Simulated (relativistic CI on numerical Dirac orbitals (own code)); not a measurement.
# One change at a time: Re⁷⁰⁺

Base calculation: Dirac-Coulomb-Breit CI, separate exchange-only KLI orbitals for each configuration, QED by a radiative potential, unscaled Slater integrals.

Configuration list (outside the closed core 1s2): 2s2 2p, 2s 2p2, 2p3, 2p2 3s, 2p2 3p, 2s2 3s, 2p2 3d, 2s2 3p, 2s2 3d, 2s 2p 3s, 2s 2p 3p, 2s 2p 3d, 2s2 4s, 2s2 4p, 2s2 4d, 2s2 4f. Levels of other configurations are missing.

Variants: (1) non-relativistic limit. Shifts of the energy above 2s2 2p 2P°_1/2, in eV, for the lowest level and the first level of each name with at least 55 % of one term (blank where a level changes its place among those of its configuration and J or its character, or is not in the variant):

| Level | Base | Δ(1) |
| --- | --- | --- |
| 2s2 2p 2P°_1/2 | 0.0 | 0.0 |
| 2s2 2p 2P°_3/2 | 1556.7 | -1556.7 |
| 2s 2p2 4P_3/2 | 1752.6 | -1631.5 |
| 2s 2p2 2D_5/2 | 1794.0 |  |
| 2s 2p2 2P_1/2 | 1869.0 |  |
| 2s 2p2 2D_3/2 | 1871.1 | -1650.0 |
| 2s 2p2 4P_5/2 | 3327.4 |  |
| 2s 2p2 2S_1/2 | 3439.9 |  |
| 2s 2p2 2P_3/2 | 3440.7 | -3143.7 |
| 2p3 4S°_3/2 | 3665.2 |  |
| 2p3 2D°_5/2 | 3688.4 | -3242.3 |
| 2p3 2P°_1/2 | 3748.0 | -3246.0 |
| 2s2 3s 2S_1/2 | 10967.3 | -1176.3 |
| 2s2 3p 2P°_1/2 | 11059.2 | -1199.8 |
| 2s 2p 3s 4P°_1/2 | 11153.8 | -1233.6 |
| 2s 2p 3s 4P°_3/2 | 11182.6 | -1262.4 |
| 2s 2p 3s 2P°_1/2 | 11215.2 | -1260.3 |
| 2s 2p 3p 4D_1/2 | 11231.1 |  |
| 2s2 3p 2P°_3/2 | 11519.0 | -1659.6 |
| 2s2 3d 2D_3/2 | 11578.2 | -1651.5 |
| 2s2 3d 2D_5/2 | 11699.0 | -1772.3 |
| 2s 2p 3d 4F°_3/2 | 11750.5 | -1714.3 |

At this charge energies of transitions that change n are usually good to better than 1 %, and those within a shell (Δn = 0) to a few per cent.

Ionisation energy from the two ground configurations alone: base 19421.1 eV. The NIST ASD value (theoretical) is 19420 eV.

LS names give the leading component of a level, which can be under half, so a name can repeat, a term be missing and a line seem to break the LS rules.
